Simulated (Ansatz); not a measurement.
# Ligand exchange: C2H5FMg + C4H9N → C2H7MgN + C4H7F

Species: C2H5FMg `C[CH2][Mg][F]`, singlet; C4H9N `NC1CCC1`, singlet; C2H7MgN `C[CH2][Mg][NH2]`, singlet; C4H7F `FC1CCC1`, singlet. The partners trade F for NH2: Mg–F and C–NH2 bonds give way to Mg–NH2 and C–F.

Shapes, held fixed at every level: PBE0-D4/def2-TZVP. Flexible molecules stand in one conformer, not always the lowest. Programs: Ansatz 0.2.0. The zero-point and thermal change to 298 K, harmonic and unscaled (PBE0-D4/def2-TZVP), is -5.5 kJ/mol.

Problem. Estimate ΔH(298 K) of this reaction.

Solution. The highest level, CCSD(T)/def2-TZVPP, gives ΔH(298 K) = +117.9 kJ/mol; the levels span +117.2 to +143.4. The column of differences is taken from that level and isn't an error. No measured value is set beside it here. Outer-core shells of Mg are correlated in most correlated rows, in sets that cover them unevenly.

| level | kind | ΔH(298 K) (kJ/mol) | less CCSD(T)/def2-TZVPP |
| --- | --- | --- | --- |
| HF/def2-SVP | Hartree–Fock | +127.2 | +9.3 |
| PBE-D4/def2-TZVPP | GGA | +117.5 | -0.4 |
| BHLYP-D4/def2-TZVPP | global hybrid | +119.0 | +1.1 |
| r2SCAN0-D4/def2-TZVPP | global hybrid | +117.2 | -0.7 |
| MP2/def2-SVP | perturbation theory | +143.4 | +25.5 |
| CCSD(T)/def2-SVP | coupled cluster or CI | +135.9 | +18.0 |
| CCSD/def2-TZVPP | coupled cluster or CI | +118.0 | +0.1 |
| CCSD(T)/def2-TZVPP | coupled cluster or CI | +117.9 | 0.0 |
